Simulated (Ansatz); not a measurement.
Species: LaO, net charge 0, doublet state. SMILES: [O]=[La]
Coordinates optimised at B3LYP-D3(BJ)/def2-TZVP (Ansatz, a quantum-chemistry and plane-wave program):
```xyz
2

La     0.0000     0.0000    -0.2366
O      0.0000     0.0000     1.6855
```
Charge 0, spin multiplicity 2.

Wanted: size of the dipole moment, in D. Conventions: 6-31G* and kin with 6d, 5d where marked; no spin-orbit coupling; def2 sets with scalar-relativistic core potentials past Kr; open shells spin-unrestricted; LANL2DZ with its own core potentials from Na on. First-principles rows: single points at B3LYP-D3(BJ) geometries (Ansatz).

```
level                              program  size of the dipole moment (D)
---------------------------------  -------  -----------------------------
SVWN5/6-31G* with LANL2DZ past Ar   Ansatz                           3.56
PBE/LANL2DZ                         Ansatz                           3.83
PBE/def2-SVP                        Ansatz                           3.96
PBE/6-31G* with LANL2DZ past Ar     Ansatz                           3.47
BLYP/6-31G* with LANL2DZ past Ar    Ansatz                           3.56
B3LYP/LANL2DZ                       Ansatz                           4.27
B3LYP/def2-SVP                      Ansatz                           4.34
B3LYP/6-31G* with LANL2DZ past Ar   Ansatz                           3.88
PBE0/6-31G* with LANL2DZ past Ar    Ansatz                           3.82
```

No value to compare with is used here. The 9 habitual levels span 3.47 (PBE/6-31G* with LANL2DZ past Ar) to 4.34 D (B3LYP/def2-SVP).

The levels are drawn from those run, B3LYP/6-31G* more often than the rest, none by its result; runs whose electronic state is in doubt are left out.
